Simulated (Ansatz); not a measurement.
`N#[C][GeH3]` + H₂Se → `[GeH3][SeH]` + `C#N` at 600 K and 1 bar (ligand exchange at a Ge–C bond).

Calculated with Ansatz (gas phase, PBE0-D4/def2-TZVP geometries, no zero-point term in ΔE). CCSD(T)/CBS is the MP2 limit (def2-TZVPP, def2-QZVPP) plus CCSD(T) − MP2 in def2-TZVPP, frozen cores. This one scheme is used for every species. For Ge, Se outer-core shells are correlated without core-valence functions, which leaves a few kJ/mol of doubt a bond. Scalar relativity is left out up to krypton.

| species | CCSD(T)/CBS energy (Eh) | H − E (kJ/mol) | S (J/(mol·K)) |
| --- | --- | --- | --- |
| `N#[C][GeH3]` | -2170.64236 | 121.5 | 334.0 |
| H₂Se | -2401.89790 | 57.0 | 244.8 |
| `[GeH3][SeH]` | -4479.23116 | 121.4 | 357.3 |
| `C#N` | -93.32098 | 64.3 | 228.4 |

H − E and S are ideal-gas, rigid-rotor, harmonic terms from PBE0-D4/def2-TZVP. 1 Eh = 2625.50 kJ/mol, R = 8.31446 J/(mol·K).

By hand: ΔE, ΔH, ΔS and ΔG.

ΔE = (-4479.23116) + (-93.32098) − (-2170.64236) − (-2401.89790) = -0.01188 Eh = -31.2 kJ/mol. Δ(H − E) = 121.4 + 64.3 − 121.5 − 57.0 = 7.2, so ΔH = -24.0 kJ/mol. ΔS = 357.3 + 228.4 − 334.0 − 244.8 = 6.9 J/(mol·K). ΔG = -24.0 − 600 × (6.9)/1000 = -28.1 kJ/mol.

By hand: the equilibrium constant, and the temperature at which ΔG would vanish if ΔH and ΔS stayed fixed.

log₁₀ K = −ΔG/(RT ln 10) = 2.4. ΔH and −TΔS have one sign here, so there is no such temperature.

The number of gas molecules stays the same, so ΔS is small and ΔH decides. A doubt of 5 kJ/mol in ΔE shifts log₁₀ K by 0.4 here. These are equilibria of isolated gas molecules and say nothing of rates. Largest T1 diagnostic: 0.014 (customary marks: 0.02 for closed shells, 0.045 for open ones).
